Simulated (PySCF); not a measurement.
C5H7F, SMILES C[C@H]1[C@H](C=C1)F. Atoms are numbered in the order given.

```xyz
13

C      1.7940    -0.2046    -0.3111
C      0.4828     0.5224    -0.5777
C     -0.0628     1.4153     0.5290
C     -1.1216     0.6341     0.8026
C     -0.8145    -0.3274    -0.3200
F     -0.5957    -1.6448     0.0324
H      1.9816    -0.9675    -1.0832
H      1.7701    -0.7105     0.6654
H      2.6406     0.5006    -0.3160
H      0.5054     0.9967    -1.5762
H      0.2798     2.3767     0.9233
H     -1.9478     0.6926     1.5153
H     -1.5352    -0.3241    -1.1569
```
Charge 0, spin multiplicity 1.

Geometry optimised at B3LYP-D3(BJ)/def2-SVP. The structure was generated by enumeration; whether it is a known compound was not checked.

Level of theory: PBE/def2-TZVP run with PySCF.

**Question.** Estimate the frontier levels, gap, dipole moment and polarisability. (The exact figures need the calculation; the answer reports its results.)

**Answer.** 
```yaml
highest_occupied_level: -6.55 eV
lowest_empty_level: -1.24 eV
orbital_gap: 5.31 eV
dipole_moment: 1.71 D
quadrupole, principal values (traceless, Buckingham form, about the centre of nuclear charge): -3.57, 1.01, 2.56 D·Å
mean_static_polarisability: 58.9 bohr³ (8.73 Å³)
polarisability_principal_values: 48.7, 60.4, 67.6 bohr³
```
